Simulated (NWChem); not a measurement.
Species: SiNH₅; SMILES N[SiH3]

```xyz
7

Si    -0.0081     0.5588     0.0000
N     -0.0430    -1.1795     0.0000
H     -0.7169     1.0254    -1.2211
H     -0.7169     1.0254     1.2211
H      1.3392     1.2117     0.0000
H      0.2685    -1.6706    -0.8303
H      0.2685    -1.6706     0.8303
```
Atoms are numbered in this order, from 1.

Geometry: optimised at B3LYP/6-31G* (spherical d).

Q: Give the principal values of the shielding tensors (ppm) of Si1, N2 from PBE/pcSseg-1, GIAO (NWChem), with their diamagnetic and paramagnetic parts as GIAO splits them.

A: 
| atom | σ11 | σ22 | σ33 | isotropic | diamagnetic | paramagnetic |
|---|---|---|---|---|---|---|
| Si1 | 342.7 | 365.4 | 467.1 | 391.7 | 881.1 | -489.4 |
| N2 | 227.9 | 258.6 | 309.0 | 265.2 | 317.4 | -52.2 |
